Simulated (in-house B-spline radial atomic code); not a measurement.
A fraction x of an electron is removed from 3s in S4+, starting from [Ne] 3s2 and keeping the highest spin. Method: scalar-relativistic (X2C) LDA VWN5, spin-polarised, spherical fractional occupations, Fermi nucleus of rms radius 3.2611 fm. Calculated with an all-electron radial atomic-structure program (B-spline basis).

```json
{"x": "0", "E(x) - E(0) (eV)": "0.0000", "3s down level (eV)": "-66.053"}
{"x": "0.08", "E(x) - E(0) (eV)": "5.3279", "3s down level (eV)": "-67.143"}
{"x": "0.24", "E(x) - E(0) (eV)": "16.2445", "3s down level (eV)": "-69.312"}
{"x": "0.32", "E(x) - E(0) (eV)": "21.8325", "3s down level (eV)": "-70.387"}
{"x": "0.49", "E(x) - E(0) (eV)": "33.9907", "3s down level (eV)": "-72.643"}
{"x": "0.5", "E(x) - E(0) (eV)": "34.7178", "3s down level (eV)": "-72.774"}
{"x": "0.61", "E(x) - E(0) (eV)": "42.8016", "3s down level (eV)": "-74.200"}
{"x": "0.63", "E(x) - E(0) (eV)": "44.2882", "3s down level (eV)": "-74.455"}
{"x": "0.86", "E(x) - E(0) (eV)": "61.7432", "3s down level (eV)": "-77.291"}
{"x": "0.95", "E(x) - E(0) (eV)": "68.7462", "3s down level (eV)": "-78.316"}
{"x": "1", "E(x) - E(0) (eV)": "72.6739", "3s down level (eV)": "-"}
```

The exact functional would give a straight line between the two integer points. Deviations E(x) - E(0) - x[E(1) - E(0)], in eV: -0.486 at x = 0.08, -1.197 at x = 0.24, -1.423 at x = 0.32, -1.62 at x = 0.49, -1.619 at x = 0.5, -1.529 at x = 0.61, -1.496 at x = 0.63, -0.756 at x = 0.86, -0.294 at x = 0.95.

The curve lies below the straight line by up to 1.62 eV (at x = 0.49): convex, the delocalisation error that favours fractional charges.

Task: How well does Slater's transition state (minus the level at half occupation) give the ionisation energy?

Result: It gives 72.774 eV against 72.674 eV from the two total energies; NIST lists 72.59 eV, ground level to ground level.
